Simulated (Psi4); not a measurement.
Noncovalent pair: CH3Cl (SMILES CCl) (first 5 atoms) with H2 (SMILES [H][H]); geometry from B3LYP-D3(BJ)/def2-TZVP.
(charge 0, multiplicity 1):
```xyz
7

C     -0.2693     1.0804    -0.4277
Cl    -0.1522    -0.7034    -0.2695
H     -1.1997     1.3174    -0.9347
H     -0.2559     1.5117     0.5687
H      0.5809     1.4279    -1.0066
H     -0.0957     0.4065     3.2490
H     -0.0886    -0.0494     2.6598
```

These are SAPT0/jun-cc-pV(D+d)Z run with Psi4 values and carry that method's errors.

**Question.** Which attractive term is largest, and how does the interaction split up?

**Answer.** electrostatics -3.0, exchange 4.9, induction -0.8, dispersion -2.1, total -1.0 kJ/mol; the largest attraction is electrostatics.
